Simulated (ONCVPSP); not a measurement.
# Logarithmic derivatives: Re (Z = 75), ONCV

| Property | Result |
| --- | --- |
| Element | Re |
| Generator | ONCVPSP 4.0.1 |
| Type | optimised norm-conserving Vanderbilt (ONCV) |
| Functional | revPBE |
| Relativity | scalar-relativistic |
| Frozen core | [Kr] 4d10 |
| Valence charge | 29 |
| Reference configuration | 4f14 5s2 5p6 5d5 6s1.5 (charge +0.5) |
| Partial waves | 5s+6s: rc 1.70 bohr, ncon 4, nbas 7, qcut 6.6 1/bohr, 2 projectors; 5p: rc 1.30 bohr, ncon 3, nbas 6, qcut 5.3 1/bohr, 2 projectors, debl 0.9 Ha; 5d: rc 1.95 bohr, ncon 4, nbas 9, qcut 6.9 1/bohr, 1 projector; 4f: rc 0.75 bohr, ncon 3, nbas 8, qcut 26.8 1/bohr, local |
| Local potential | the f channel |
| Core correction | Teter function, fcfact 4, rcfact 1.8 |

In the p channel the program set the typed energies aside and used -1.864, 0.250 Ha.

The phase is arctan(r·R′/R) of the radial function R(r), unwrapped; energies in Ha, scanned from -5 to 5 Ha. A pole is an energy at which the radial function vanishes at the test radius. The pseudo phase is shifted by a multiple of π to meet the all-electron one at the reference energy, and phase errors are pseudo minus all-electron; the curves can meet again beyond the range given. Levels narrower than the energy grid can be missing from the lists of poles. Where the grid stepped over a known ghost or core level, its pole and its step of π were put in at the level’s energy.

Question: For each channel, where are the poles, and over which energies does the pseudopotential scatter like the atom?

Answer:

```tsv
channel	radius (bohr)	reference energy (Ha)	poles, all-electron	poles, pseudo	unbroken range about the reference energy with phases within 0.05 rad	phase error 1 Ha above the reference energy (rad)
s	1.73	-0.34	-2.91	-2.91, -1.19	above -1.2	+0.006
p	1.32	-1.86	1.20	1.20	the whole range	+0.000
d	1.97	-0.33	0.61	0.60	below 2.2	-0.002
f	0.76	-1.69	1.47	1.69	below 4.8	+0.003
```

Note: ghosts flagged at negative energy: s at -1436.2 eV, s at -32.5 eV, p at -766.5 eV, d at -429.3 eV; no localised positive-energy state flagged. A true bound ghost makes a file unfit for plane-wave use.

Phases in the d channel:

| E (Ha) | all-electron | pseudo |
| --- | --- | --- |
| -4.96 | 1.367 | 1.367 |
| -4.48 | 1.352 | 1.352 |
| -4.00 | 1.334 | 1.334 |
| -3.52 | 1.310 | 1.310 |
| -3.04 | 1.278 | 1.278 |
| -2.56 | 1.232 | 1.231 |
| -2.08 | 1.157 | 1.156 |
| -1.60 | 1.012 | 1.010 |
| -1.12 | 0.625 | 0.622 |
| -0.64 | -0.519 | -0.520 |
| -0.16 | -1.250 | -1.250 |
| 0.32 | -1.489 | -1.490 |
| 0.80 | -1.614 | -1.617 |
| 1.28 | -1.714 | -1.721 |
| 1.76 | -1.829 | -1.846 |
| 2.24 | -2.017 | -2.071 |
| 2.72 | -2.483 | -2.713 |
| 3.20 | -3.566 | -3.860 |
| 3.68 | -4.190 | -4.309 |
| 4.16 | -4.410 | -4.476 |
| 4.64 | -4.516 | -4.563 |
